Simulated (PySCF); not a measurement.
PySCF job for C₃H₂F₃O, SMILES [CH]=C(O)C(F)(F)F, multiplicity 2, TPSSh-D3(BJ)/def2-SVP. Geometry optimised at TPSSh-D3(BJ)/def2-SVP. The isomer is the one that the SMILES or the coordinates give; other isomers of the formula were not compared. One conformer was computed; it need not be the lowest.

```python
import numpy as np
from pyscf import gto, scf, dft, df
from pyscf.hessian import thermo

mol = gto.M(
    atom='''
    C     1.32798969    1.54607620    0.00000000
    C     0.14290543    0.95712465   -0.00000000
    O    -1.07551669    1.55482906   -0.00000000
    C    -0.00873720   -0.55468140    0.00000000
    F    -0.68392520   -0.97160421   -1.08296126
    F    -0.68392520   -0.97160420    1.08296126
    F     1.18962404   -1.15918177   -0.00000000
    H     2.37843954    1.27510300   -0.00000000
    H    -0.94321639    2.51665938    0.00000000
    ''',
    basis='def2-SVP',
    charge=0,
    spin=1,
    max_memory=1600,
    verbose=3,
)
mf = dft.UKS(mol, xc='tpssh').density_fit(auxbasis='def2-universal-jkfit')
mf.disp = 'd3bj'
mf.grids.level = 4
mf.conv_tol = 1e-11
mf.max_cycle = 100
mf.kernel()
fine, coarse = mf.grids, dft.Grids(mol).set(level=1).build(with_non0tab=True)
for _ in range(3):  # follow internal instabilities
    mf.grids = coarse
    mo, _, stable, _ = mf.stability(return_status=True, nroots=4)
    mf.grids = fine
    if stable:
        break
    mf.kernel(mf.make_rdm1(mo, mf.mo_occ))

# [left out here: the lines that compute and print the analytic Hessian (its translational invariance restored by hand, since the grid's response is missing), thermochemistry and intensities]
```

Log of the run:

```

WARN: HOMO -0.226607413982607 >= LUMO -0.226607413982606

converged SCF energy = -489.798984185088  <S^2> = 0.76727727  2S+1 = 2.0172033
<class 'pyscf.df.df_jk.DFUKS'> wavefunction is stable in the internal stability analysis

WARN: MGGA Hessian is sensitive to dft grids. grids.level 4 may not be dense enough.


WARN: DFTD3 does not support analytical Hessian, using finite difference


WARN: Mole.unit (angstrom) is changed to Bohr

Mode                                 0                   1                   2
Irrep
Freq [cm^-1]                       59.0075            226.0549            237.5471
Reduced mass [au]                   6.9787              7.2481              7.1410
Force const [Dyne/A]                0.0143              0.2182              0.2374
Char temp [K]                      84.8986            325.2426            341.7774
Normal mode                   x     y     z       x     y     z       x     y     z
       0   C                 0.00 -0.00 -0.15    0.01 -0.11 -0.00   -0.00  0.00 -0.09
       1   C                -0.00  0.00 -0.00   -0.05  0.01  0.00    0.00  0.00  0.05
       2   O                 0.00  0.00  0.14    0.02  0.13 -0.00   -0.00 -0.00 -0.07
       3   C                -0.00  0.00 -0.00   -0.04  0.00  0.00    0.00  0.00  0.06
       4   F                 0.07 -0.01 -0.04    0.00 -0.08  0.01   -0.00  0.13  0.02
       5   F                -0.07  0.01 -0.04    0.00 -0.08 -0.01    0.00 -0.13  0.02
       6   F                 0.00  0.00  0.07    0.03  0.11 -0.00   -0.00 -0.00  0.03
       7   H                 0.00 -0.00 -0.27   -0.02 -0.23  0.00    0.00  0.00 -0.08
       8   H                 0.00  0.00  0.10    0.12  0.11 -0.00   -0.00 -0.00 -0.28
Mode                                 3                   4                   5
Irrep
Freq [cm^-1]                      354.9318            410.1429            414.8110
Reduced mass [au]                   3.5102              1.1927             10.1675
Force const [Dyne/A]                0.2605              0.1182              1.0308
Char temp [K]                     510.6678            590.1043            596.8207
Normal mode                   x     y     z       x     y     z       x     y     z
       0   C                 0.04 -0.15 -0.00   -0.00 -0.00 -0.04   -0.06 -0.03  0.00
       1   C                -0.03 -0.01 -0.00   -0.00  0.00 -0.03   -0.08  0.02 -0.00
       2   O                -0.06 -0.10  0.00   -0.00  0.00 -0.06   -0.05  0.10  0.00
       3   C                 0.01  0.03 -0.00    0.00 -0.00  0.00    0.01 -0.00 -0.00
       4   F                 0.01  0.07 -0.02   -0.02  0.03  0.00    0.08  0.02 -0.05
       5   F                 0.01  0.07  0.02    0.02 -0.03  0.00    0.08  0.02  0.05
       6   F                 0.02  0.05  0.00   -0.00 -0.00  0.04   -0.04 -0.11  0.00
       7   H                -0.03 -0.45 -0.00   -0.00 -0.00  0.14   -0.09 -0.16 -0.00
       8   H                -0.15 -0.08 -0.00    0.00  0.00  0.90    0.04  0.09 -0.00
Mode                                 6                   7                   8
Irrep
Freq [cm^-1]                      503.4687            570.3047            599.4167
Reduced mass [au]                  11.3120              5.6667              1.2417
Force const [Dyne/A]                1.6894              1.0859              0.2629
Char temp [K]                     724.3794            820.5414            862.4272
Normal mode                   x     y     z       x     y     z       x     y     z
       0   C                 0.00 -0.00 -0.05    0.02  0.02  0.00    0.00 -0.00  0.10
       1   C                -0.00  0.00  0.11   -0.02  0.08 -0.00    0.00 -0.00 -0.04
       2   O                -0.00  0.00 -0.04   -0.06  0.04  0.00    0.00 -0.00 -0.04
       3   C                 0.00  0.00  0.06    0.07  0.02 -0.00   -0.00  0.00  0.02
       4   F                 0.09 -0.02  0.04   -0.03 -0.01  0.11    0.02  0.01  0.02
       5   F                -0.09  0.02  0.04   -0.03 -0.01 -0.11   -0.02 -0.01  0.02
       6   F                 0.00 -0.00 -0.13    0.07 -0.08  0.00   -0.00  0.00 -0.02
       7   H                -0.00 -0.00  0.11   -0.07 -0.33 -0.00    0.00  0.00 -0.87
       8   H                -0.00  0.00  0.14   -0.10  0.04  0.00   -0.00 -0.00  0.16
Mode                                 9                  10                  11
Irrep
Freq [cm^-1]                      609.4615            685.6815            774.9448
Reduced mass [au]                   5.5883              7.9183              2.2562
Force const [Dyne/A]                1.2230              2.1935              0.7983
Char temp [K]                     876.8794            986.5431           1114.9731
Normal mode                   x     y     z       x     y     z       x     y     z
       0   C                 0.11  0.06 -0.00    0.00  0.00 -0.03   -0.03  0.13 -0.00
       1   C                 0.05  0.12 -0.00    0.00  0.00  0.23    0.01  0.01 -0.00
       2   O                -0.02 -0.04  0.00   -0.00  0.00 -0.05    0.05 -0.01  0.00
       3   C                -0.04  0.06 -0.00    0.00 -0.00 -0.04   -0.01 -0.05  0.00
       4   F                 0.03 -0.06 -0.00   -0.05 -0.04 -0.04   -0.04 -0.01 -0.07
       5   F                 0.03 -0.06  0.00    0.05  0.04 -0.04   -0.04 -0.01  0.07
       6   F                -0.11  0.01  0.00    0.00 -0.00  0.03    0.06 -0.00 -0.00
       7   H                 0.04 -0.23  0.00   -0.00 -0.00 -0.23   -0.20 -0.60  0.00
       8   H                -0.26 -0.01 -0.00   -0.00  0.00  0.05    0.05 -0.01 -0.00
Mode                                12                  13                  14
Irrep
Freq [cm^-1]                      812.0325           1141.0507           1191.8400
Reduced mass [au]                   4.3099              4.9255             13.1076
Force const [Dyne/A]                1.6744              3.7784             10.9701
Char temp [K]                    1168.3339           1641.7180           1714.7924
Normal mode                   x     y     z       x     y     z       x     y     z
       0   C                 0.10 -0.04 -0.00   -0.08 -0.07 -0.00   -0.00  0.00 -0.00
       1   C                 0.02  0.07 -0.00   -0.07  0.10 -0.00    0.00  0.00  0.02
       2   O                -0.09  0.03  0.00    0.13 -0.04 -0.00    0.00  0.00 -0.00
       3   C                -0.01 -0.04  0.00   -0.00  0.11  0.00   -0.00 -0.00 -0.25
       4   F                -0.04 -0.01 -0.07   -0.01 -0.02 -0.02    0.03  0.02  0.07
       5   F                -0.04 -0.01  0.07   -0.01 -0.02  0.02   -0.03 -0.02  0.07
       6   F                 0.09 -0.03 -0.00    0.03 -0.03 -0.00    0.00 -0.00  0.02
       7   H                 0.19  0.30  0.00   -0.06  0.11 -0.00   -0.00 -0.00 -0.01
       8   H                -0.23  0.05 -0.00   -0.35  0.02 -0.00   -0.00  0.00 -0.01
Mode                                15                  16                  17
Irrep
Freq [cm^-1]                     1209.9001           1251.5348           1381.5515
Reduced mass [au]                   4.8096              2.7366              3.5696
Force const [Dyne/A]                4.1482              2.5255              4.0142
Char temp [K]                    1740.7769           1800.6799           1987.7450
Normal mode                   x     y     z       x     y     z       x     y     z
       0   C                 0.00  0.02  0.00    0.02  0.01  0.00    0.02 -0.02  0.00
       1   C                 0.01 -0.02 -0.00    0.00 -0.00 -0.00   -0.09  0.17  0.00
       2   O                 0.03  0.01  0.00   -0.04 -0.04 -0.00    0.03 -0.06  0.00
       3   C                -0.22 -0.08  0.00   -0.13  0.16  0.00   -0.02 -0.14  0.00
       4   F                 0.04  0.03  0.04    0.01 -0.01 -0.01    0.01  0.01  0.01
       5   F                 0.04  0.03 -0.04    0.01 -0.01  0.01    0.01  0.01 -0.01
       6   F                 0.05 -0.01 -0.00    0.06 -0.04  0.00   -0.01  0.01 -0.00
       7   H                -0.01 -0.02  0.00    0.02 -0.01  0.00    0.04  0.07  0.00
       8   H                -0.37  0.06  0.00    0.55 -0.10 -0.00    0.45 -0.10  0.00
Mode                                18                  19                  20
Irrep
Freq [cm^-1]                     1702.3500           3318.6699           3765.3599
Reduced mass [au]                   8.3367              1.1048              1.0661
Force const [Dyne/A]               14.2346              7.1690              8.9058
Char temp [K]                    2449.3027           4774.8271           5417.5145
Normal mode                   x     y     z       x     y     z       x     y     z
       0   C                 0.14  0.07  0.00    0.09 -0.01  0.00   -0.00  0.00 -0.00
       1   C                -0.21 -0.09  0.00   -0.01 -0.01 -0.00   -0.00 -0.00 -0.00
       2   O                 0.04 -0.00  0.00   -0.00  0.00 -0.00   -0.01 -0.06 -0.00
       3   C                 0.01  0.02  0.00    0.00  0.00 -0.00   -0.00  0.00 -0.00
       4   F                 0.00  0.00  0.00    0.00  0.00  0.00   -0.00  0.00  0.00
       5   F                 0.00  0.00 -0.00    0.00  0.00 -0.00   -0.00  0.00 -0.00
       6   F                 0.00 -0.00 -0.00   -0.00 -0.00  0.00   -0.00  0.00  0.00
       7   H                 0.18 -0.00 -0.00   -0.92  0.22 -0.00   -0.00 -0.00 -0.00
       8   H                -0.09  0.01  0.00   -0.00 -0.00 -0.00    0.11  0.96  0.00
temperature 298.1500 [K]
pressure 101325.00 [Pa]
Rotational constants [GHz] 3.72358 2.58296 2.08612
Symmetry number 1
Zero-point energy (ZPE) 0.04834 [Eh]   126924.160 [J/mol]
                           tot       elec      trans        rot        vib
Entropy [J/mol/K]       346.281      5.763    167.486    113.695     59.337
Cv [J/mol/K]             98.378      0.000     12.472     12.472     73.435
Cp [J/mol/K]            106.692      0.000     20.786     12.472     73.435
Internal energy [J/mol]                      3718.434   3718.434 137068.114
Internal energy [Eh]   -489.74395  -489.79898
Enthalpy [J/mol]                             6197.391   3718.434 137068.114
Enthalpy [Eh]          -489.74300
Gibbs free energy [J/mol]                  -43738.702 -30179.713 119376.908
Gibbs free energy [Eh] -489.78232
mode   freq/cm-1   IR/(km/mol)
   1       59.01         0.428
   2      226.05         0.132
   3      237.55         1.610
   4      354.93         7.869
   5      410.14       125.402
   6      414.81         0.778
   7      503.47        22.509
   8      570.30         1.542
   9      599.42        30.013
  10      609.46        24.782
  11      685.68         0.110
  12      774.94        36.817
  13      812.03        11.313
  14     1141.05       242.803
  15     1191.84       294.086
  16     1209.90       363.726
  17     1251.53        60.878
  18     1381.55       102.899
  19     1702.35        77.523
  20     3318.67        22.272
  21     3765.36        64.794
max |gradient| / (hartree/bohr): 2.6739920843511485e-05
APT charges: [-0.3173  0.407  -0.5977  1.6858 -0.5614 -0.5614 -0.5133  0.1725  0.2858]
```

The calculation finished and met its thresholds.
